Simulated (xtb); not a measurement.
CeO₂, triplet, from a rough starting geometry (GFN-xTB shapes and energies of metal compounds can be far from the true ones) (GFN-xTB holds the 4f electrons in the core, so unpaired electrons go into valence orbitals and the state isn't the physical one) (the multiplicity is a formal guess); GFN2-xTB (xtb).

xtb was given this input:
```
$ xtb mol.xyz --gfn 2 --uhf 2 --opt vtight --json

# file mol.xyz
3

Ce    -0.05542093     0.04620045    -0.01847984
O      1.56425967     0.33743284    -1.30483194
O     -1.60240400    -0.29194757     1.36985625
```

### Question
What does xtb print? Leave out banner, timings and long lists.

### Answer

```
   ID    Z sym.   atoms
    1   58 Ce     1
    2    8 O      2, 3

           -------------------------------------------------
          |                Calculation Setup                |
           -------------------------------------------------

           -------------------------------------------------
          |                 G F N 2 - x T B                 |
           -------------------------------------------------

          ...................................................
          :                      SETUP                      :
          :.................................................:
          :  # basis functions                  18          :
          :  # atomic orbitals                  17          :
          :  # shells                            7          :
          :  # electrons                        15          :
          :  max. iterations                   250          :
          :  Hamiltonian                  GFN2-xTB          :
          :  restarted?                      false          :
          :  GBSA solvation                  false          :
          :  PC potential                    false          :
          :  electronic temp.          300.0000000     K    :
          :  accuracy                    1.0000000          :
          :  -> integral cutoff          0.2500000E+02      :
          :  -> integral neglect         0.1000000E-07      :
          :  -> SCF convergence          0.1000000E-05 Eh   :
          :  -> wf. convergence          0.1000000E-03 e    :
          :  Broyden damping             0.4000000          :
          :  net charge                          0          :
          :  unpaired electrons                  2          :
          ...................................................

 iter      E             dE          RMSdq      gap      omega  full diag
   1      0.8774254  0.877425E+00  0.610E+01    0.00       0.0  T
   2     -7.5609563 -0.843838E+01  0.316E+01   19.97       1.0  T
   3     -7.8331953 -0.272239E+00  0.324E+01   10.65       1.0  T
   4     -7.9993795 -0.166184E+00  0.321E+01    9.87       1.0  T
   5     -7.9768696  0.225100E-01  0.321E+01    9.57       1.0  T
   6     -7.9679359  0.893365E-02  0.300E+01    8.80       1.0  T
   7     -8.0490816 -0.811457E-01  0.294E+01    7.60       1.0  T
   8     -8.3161223 -0.267041E+00  0.175E+01    4.11       1.0  T
   9     -3.0059466  0.531018E+01  0.379E+01    0.02       1.0  T
[...]
 * total energy  :    -9.0079514 Eh     change       -0.2589523E-03 Eh
 * total energy  :    -9.0089203 Eh     change       -0.9689356E-03 Eh
 * total energy  :    -9.0107948 Eh     change       -0.1874418E-02 Eh
 * total energy  :    -9.0115790 Eh     change       -0.7842815E-03 Eh
 * total energy  :    -9.0133495 Eh     change       -0.1770430E-02 Eh
 * total energy  :    -9.0157425 Eh     change       -0.2393016E-02 Eh
 * total energy  :    -9.0177169 Eh     change       -0.1974394E-02 Eh
 * total energy  :    -9.0181879 Eh     change       -0.4710580E-03 Eh
 * total energy  :    -9.0182770 Eh     change       -0.8901780E-04 Eh
 * total energy  :    -9.0182793 Eh     change       -0.2353072E-05 Eh
 * total energy  :    -9.0182796 Eh     change       -0.2431817E-06 Eh
 * total energy  :    -9.0182796 Eh     change       -0.2112948E-08 Eh
   *** GEOMETRY OPTIMIZATION CONVERGED AFTER 13 ITERATIONS ***
         :: total energy              -9.018279560566 Eh    ::
[...]
        13                         -0.2959565              -8.0534
        14                         -0.2901950              -7.8966
        15                         -0.1375320              -3.7424
        16                          0.0266352               0.7248
        17                          0.0806211               2.1938
      -------------------------------------------------------------
                  HL-Gap            0.0791916 Eh            2.1549 eV
             Fermi-level           -0.4128413 Eh          -11.2340 eV

     #   Z          covCN         q      C6AA      α(0)
     1  58 Ce       1.353     0.800   499.712    48.490
     2   8 O        0.676    -0.400    21.752     6.248
     3   8 O        0.676    -0.400    21.752     6.248

 Mol. C6AA /au·bohr⁶  :        969.762475
 Mol. C8AA /au·bohr⁸  :     152092.045514
 Mol. α(0) /au        :         60.985927

Wiberg/Mayer (AO) data.
largest (>0.10) Wiberg bond orders for each atom

 ---------------------------------------------------------------------------
     #   Z sym  total        # sym  WBO       # sym  WBO       # sym  WBO
 ---------------------------------------------------------------------------
     1  58 Ce   2.849 --     3 O    1.424     2 O    1.424
     2   8 O    1.736 --     1 Ce   1.424     3 O    0.312
     3   8 O    1.736 --     1 Ce   1.424     2 O    0.312
 ---------------------------------------------------------------------------

Topologies differ in total number of bonds
Writing topology from bond orders to xtbtopo.mol

molecular dipole:
                 x           y           z       tot (Debye)
 q only:       -1.183       0.613      -1.259
   full:       -1.767       0.916      -1.881       6.961
molecular quadrupole (traceless):
                xx          xy          yy          xz          yz          zz
 q only:       -2.528      -1.963       3.287       6.745       0.576      -0.758
  q+dip:       -2.681      -2.843       3.288       8.893       0.089      -0.607
   full:       -4.481      -2.751       6.058      10.267       1.540      -1.577

optimized geometry written to: xtbopt.xyz

           -------------------------------------------------
          | TOTAL ENERGY               -9.018279560566 Eh   |
          | GRADIENT NORM               0.000001529867 Eh/α |
          | HOMO-LUMO GAP               2.154914303159 eV   |
           -------------------------------------------------

normal termination of xtb
```
